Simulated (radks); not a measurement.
The numbers below are computed, except where a source is named.
All-electron atom: Ni21+ in [He] 2s2 2p3. Code: a radial shooting solver on a logarithmic mesh with Libxc functionals. Model: Dirac Kohn-Sham, BLYP, spin-unpolarised, spherical densities, finite nucleus; open shells fill j = l - 1/2 first; Fermi nuclear charge, rms radius 3.7757 fm.

Unscreened Slater integrals over Kohn-Sham orbitals (eV). Large and small components are both included.

F0(2p3/2,2p3/2): 123.20
F2(2p3/2,2p3/2): 58.865
F0(2p3/2,2p1/2): 124.07
G2(2p3/2,2p1/2): 58.754
F0(2p3/2,2s1/2): 112.81
G1(2p3/2,2s1/2): 63.926
F0(2p3/2,1s1/2): 167.08
G1(2p3/2,1s1/2): 30.307
F0(2p1/2,2p1/2): 124.98
F0(2p1/2,2s1/2): 113.45
G1(2p1/2,2s1/2): 63.643
F0(2p1/2,1s1/2): 169.93
G1(2p1/2,1s1/2): 30.865
F0(2s1/2,2s1/2): 106.23
F0(2s1/2,1s1/2): 149.25
G0(2s1/2,1s1/2): 14.802
F0(1s1/2,1s1/2): 474.66
